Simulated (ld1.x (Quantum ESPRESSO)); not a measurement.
# Cutoff test, Al (Z = 13), TM

```
Element                 : aluminium
Generator               : ld1.x (Quantum ESPRESSO) 7.5
Type                    : norm-conserving Troullier–Martins (Kleinman–Bylander form)
Functional              : PBE
Relativity              : non-relativistic
Frozen core             : [Ne]
Valence charge          : 3
Reference configuration : 3s2 3p1
Partial waves           : 3p (bound): rc 2.60 bohr; 3s (bound): rc 2.05 bohr
Local potential         : the s channel
Core correction         : a·sin(br)/r model core inside 1.15 bohr
```

The pseudo-atom Hamiltonian at the reference potential is diagonalised in spherical Bessel functions j_l(qr) that vanish at 20 bohr, with q² up to the cutoff. All-electron valence levels (Ry): 3p -0.1999, 3s -0.5682.

**Question.** How do the lowest levels (Ry) of each channel move with the cutoff, and are there ghosts?

**Answer.**

```
cutoff (Ry)     p #1    p #2     s #1     s #2    d #1    d #2    f #1    f #2  Σ f·Δε (mRy)
          8  -0.1997  0.0242  -0.5613  -0.0223  0.0461  0.1284  0.1022  0.2242          13.9
         10  -0.1998  0.0242  -0.5653  -0.0227  0.0461  0.1284  0.1022  0.2242           5.8
         12  -0.1998  0.0242  -0.5663  -0.0229  0.0461  0.1284  0.1022  0.2242           3.8
         15  -0.1999  0.0242  -0.5663  -0.0229  0.0461  0.1284  0.1022  0.2242           3.7
         18  -0.1999  0.0242  -0.5667  -0.0229  0.0461  0.1283  0.1022  0.2242           3.0
         21  -0.1999  0.0242  -0.5672  -0.0229  0.0461  0.1283  0.1022  0.2242           2.0
         25  -0.1999  0.0242  -0.5676  -0.0230  0.0461  0.1283  0.1022  0.2242           1.1
         30  -0.1999  0.0242  -0.5680  -0.0230  0.0461  0.1283  0.1022  0.2242           0.3
         35  -0.1999  0.0242  -0.5681  -0.0230  0.0461  0.1283  0.1022  0.2242           0.1
         40  -0.1999  0.0242  -0.5681  -0.0230  0.0461  0.1283  0.1022  0.2242           0.1
        400  -0.1999  0.0242  -0.5682  -0.0230  0.0461  0.1283  0.1022  0.2242           0.0
```

Result: no extra level below or beside the all-electron valence levels (p, s, d, f tested); 10 mRy is reached at 10 Ry and 1 mRy at 30 Ry.
